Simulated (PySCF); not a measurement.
PySCF job for Al(H)2(SH) (AlH3S), SMILES [SH][AlH2], B3LYP/pcJ-1. The structure is a stationary point at PBE0-D3(BJ)/def2-TZVP.

```python
import numpy as np
from pyscf import gto, scf, dft
from pyscf.prop.ssc import rks as ssc

mol = gto.M(
    atom='''
    Al   -0.00478755    1.11632363   -0.00000000
    H     1.37727053    1.87906059    0.00000000
    H    -1.41923741    1.82177005    0.00000000
    S     0.08474059   -1.06299923    0.00000000
    H    -1.25164442   -1.20505015   -0.00000000
    ''',
    basis='pcJ-1',
    charge=0,
    spin=0,
    max_memory=1600,
    verbose=3,
)
mf = dft.RKS(mol, xc='b3lyp')
mf.grids.level = 3
mf.conv_tol = 1e-10
mf.max_cycle = 100
mf.kernel()
j = ssc.SSC(mf)
j.with_fcsd = True
j.max_cycle_cphf = 80
j.conv_tol = 1e-7
e11 = j.kernel()
```

Program output:

```
converged SCF energy = -638.273735602554
Reduced spin-spin coupling constant K (Hz)
               #0        #1        #2        #3        #4
        0 Al   0.00000
        1 H   43.83788   0.00000
        2 H   43.08493   1.57212   0.00000
        3 S  -45.40855   5.26864  -0.22569   0.00000
        4 H   -1.33236   0.18069   0.17235   8.82424   0.00000
Spin-spin coupling constant J (Hz)
               #0        #1        #2        #3        #4
        0 Al   0.00000
        1 H  356.67104   0.00000
        2 H  350.54495  49.05019   0.00000
        3 S  -28.38917  12.63135  -0.54108   0.00000
        4 H  -10.84029   5.63753   5.37723  21.15575   0.00000
```

Self-consistency was reached.

Cost: about 26 core-seconds (a rough figure).
